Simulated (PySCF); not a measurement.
Compound: C7H8N (doublet state).
Cartesian coordinates in Å at the GFN2-xTB level; atoms count from 1:
```xyz
16
C7H8N angstrom
C     -2.4492   -0.5942    0.0418
C     -1.4414    0.4866   -0.0785
C     -0.0658    0.2932   -0.0361
C      0.5455   -0.9792    0.1278
C      1.9175   -1.0675    0.1534
N      2.7373   -0.0280    0.0340
C      2.1837    1.1714   -0.1179
C      0.8280    1.3917   -0.1598
H     -3.4570   -0.1930   -0.0203
H     -2.3211   -1.3366   -0.7494
H     -2.3431   -1.1220    0.9925
H     -1.8022    1.4959   -0.2094
H     -0.0616   -1.8646    0.2301
H      2.4077   -2.0254    0.2764
H      2.8831    1.9928   -0.2109
H      0.4309    2.3879   -0.2851
```

The hyperfine couplings belong to this conformer and change with its torsions.

As a line formula: `c1([CH]C)ccncc1` [radical].

Theory: UKS B3LYP, pcH-1 on C H N, non-relativistic, mean-field spin-orbit, GIAO in PySCF 2.14.0. The structure is a single GFN2-xTB conformer in the gas phase; no vibrational or solvent corrections. Couplings are sensitive to structure, and on GFN2-xTB geometries they can be far from those on DFT ones.

Task: Count the α and β electrons and give S(S+1).

Result: Nα = 29, Nβ = 28 (57 in all), and S(S+1) = 0.75 for S = 1/2.

Mulliken spin populations, one withheld:

| atom | bound to | population |
| --- | --- | --- |
| C1 | C2, H9, H10, H11 | -0.0629 |
| C2 | C1, C3, H12 | +0.7456 |
| C3 | C2, C4, C8 | -0.1792 |
| C4 | C3, C5, H13 | +0.2410 |
| C5 | C4, N6, H14 | -0.1076 |
| N6 | C5, C7 | +0.2059 |
| C7 | N6, C8, H15 | -0.0991 |
| C8 | C7, C3, H16 | ? |
| H9 | C1 | +0.0011 |
| H10 | C1 | +0.0359 |
| H11 | C1 | +0.0358 |
| H12 | C2 | -0.0338 |
| H13 | C4 | -0.0100 |
| H14 | C5 | +0.0040 |
| H15 | C7 | +0.0036 |
| H16 | C8 | -0.0092 |

Task: Complete the table.

Result: 1 − (0.7711) gives +0.229, since all populations sum to 2S.

Task: Sum the populations by element and by sign.

Result: Carbon +0.77, nitrogen +0.21, hydrogen +0.03. The positive populations sum to 1.50, the negative ones to -0.50.

Task: The run gives ⟨S²⟩ = 0.7745. What does that say of the overlap of α and β orbitals, and of the weight of higher spin?

Result: Σ|⟨iα|jβ⟩|² over occupied orbitals = Nβ − [⟨S²⟩ − S(S+1)] = 28 − 0.0245 = 27.9755. If the quartet state (S + 1) were the only admixture, its weight would be 0.0245/(2S + 2) = 0.82 %. For Kohn–Sham this describes the determinant of the orbitals, not the true wave function.

Task: What Fermi-contact NMR shifts do the couplings of C1, C3, C4, C5, N6, C7, C8 imply at 200 K (Curie law, g = gₑ)?

Result: δ = a_FC·h·gₑ μB S(S+1)/(3 g_N μN kT), with k/h = 20836.6 MHz/K:

```csv
nuclei,isotope,a_FC (MHz),g_N,contact shift (ppm)
C1,13C,-25.29,1.4048,-3971
C3,13C,-39.87,1.4048,-6259
C4,13C,20.96,1.4048,+3290
C5,13C,-18.83,1.4048,-2957
N6,14N,8.19,0.4038,+4472
C7,13C,-18.50,1.4048,-2904
C8,13C,21.00,1.4048,+3297
```

The shifts go as 1/T: at 250 K they are 0.800 times these.

C4 and C8, with what hangs on them, aren't averaged: C3 is flat or nearly so (angle sum 360°), and its turn about the short C3–C2 bond (1.39 Å) is taken as slow.
